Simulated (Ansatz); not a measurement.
`C[SiH2]OC(F)(F)F` and `FC(F)(F)[O][GeH3]` differ in one atom or group.

Ansatz, PBE0-D4/def2-TZVP geometries, multiplicity 1. Each molecule was computed in one conformer, which needn't be the lowest.

Scalar relativity is left out up to krypton.

| property | `C[SiH2]OC(F)(F)F` |
| --- | --- |
| LUMO energy (B3LYP/def2-TZVPP) / eV | 0.15 |
| HOMO–LUMO gap (ωB97M-V/def2-TZVPP) / eV | 13.62 |
| size of the dipole moment (PBE/def2-TZVPP) / D | 2.58 |
| HOMO–LUMO gap (PBE0/def2-TZVPP) / eV | 9.69 |
| HOMO energy (PBE0/def2-TZVPP) / eV | -9.31 |
| HOMO energy (ωB97M-V/def2-TZVPP) / eV | -11.60 |

(1) What does the change do to each property? (Best estimate.)

## Answers

(1) Computed: 
```csv
property,`FC(F)(F)[O][GeH3]`,shift
LUMO energy (B3LYP/def2-TZVPP) / eV,-0.59,-0.74
HOMO–LUMO gap (ωB97M-V/def2-TZVPP) / eV,13.45,-0.17
size of the dipole moment (PBE/def2-TZVPP) / D,3.03,0.45
HOMO–LUMO gap (PBE0/def2-TZVPP) / eV,9.26,-0.43
HOMO energy (PBE0/def2-TZVPP) / eV,-9.59,-0.28
HOMO energy (ωB97M-V/def2-TZVPP) / eV,-11.93,-0.33
```

With PBE0 the HOMO falls by 0.28 eV and the LUMO falls by 0.71 eV, so the gap narrows by about 0.43 eV. PBE moves the HOMO by -0.10 eV and ωB97M-V by -0.33 eV. Dipoles are sizes alone; their direction can turn.

B3LYP here is the variant with VWN-RPA as its local correlation; programs differ in this.
